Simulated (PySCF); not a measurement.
Vertical excitations of a molecule C₃H₉FSi from TDA-PBE/def2-SVPD in PySCF, as energy in eV (oscillator strength): 6.95 (0.003), 7.14 (0.006), 7.43 (0.010), 7.58 (0.007), 7.66 (0.007), 8.09 (0.077), 8.10 (0.042), 8.32 (0.016), 8.37 (0.005), 8.56 (0.012). Lowest triplet (TDA): 6.69 eV. The structure is a stationary point at B3LYP-D3(BJ)/def2-SVP. Other conformers were not sampled.

### Question
Pick the molecule that these values belong to.
A. C[Si](C)(C)F
B. CC[SiH2]CF
C. C[SiH2][C@@H](C)F
D. CC[Si@H](C)F

### Answer
D, CC[Si@H](C)F
